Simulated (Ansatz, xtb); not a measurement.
# B2Cl4H2O2: where a starting geometry ends

The starting geometry of this gas-phase singlet was built from a drawn formula by distance geometry; its bonds are those of `Cl[B-]1(Cl)[OH+][B-](Cl)(Cl)[OH+]1`.

```xyz
10

B    -0.0604   -0.9950    0.1725
B     0.3271    0.8710   -0.3572
Cl    1.1060   -2.4489   -0.2899
Cl   -1.5580   -1.6054    1.1539
Cl   -0.7097    2.4052    0.0705
Cl    1.8513    1.3562   -1.3284
O     0.7799    0.0932    0.8472
O    -0.4028   -0.1779   -1.0215
H     0.1482    0.4200    1.6437
H    -1.3986    0.0305   -0.8879
```

Problem. Predict what it relaxes into with r2SCAN-D4/def2-SVP.

Solution. It keeps its bonds, and is `Cl[B-]1(Cl)[OH+][B-](Cl)(Cl)[OH+]1`.

The energy falls by 1.14 eV over 9 steps:

| step | E − E(last) (eV) |
| --- | --- |
| 1 | 1.138 |
| 2 | 0.344 |
| 3 | 0.063 |
| 4 | 0.037 |
| 5 | 0.019 |
| 6 | 0.003 |
| 7 | 0.000 |
| 8 | 0.000 |
| 9 | 0.000 |

Final geometry (Å):

```tsv
atom	x (Å)	y (Å)	z (Å)
B	-0.0787	-1.0995	0.2169
B	0.3535	0.9966	-0.3600
Cl	0.9070	-2.5339	-0.1698
Cl	-1.5888	-1.3697	1.1786
Cl	-0.8448	2.2398	0.1850
Cl	1.7537	1.5736	-1.3007
O	0.7654	0.0612	0.8080
O	-0.3541	-0.2132	-1.0270
H	0.4673	0.3633	1.6822
H	-1.2975	-0.0692	-1.2102
```

From the same start GFN2-xTB reaches the same bonding as this run.

No frequencies were run, so the end isn't proven a minimum. Run with Ansatz 0.2.0, 45 s on 2 threads of Arm Neoverse V1 (shared host).
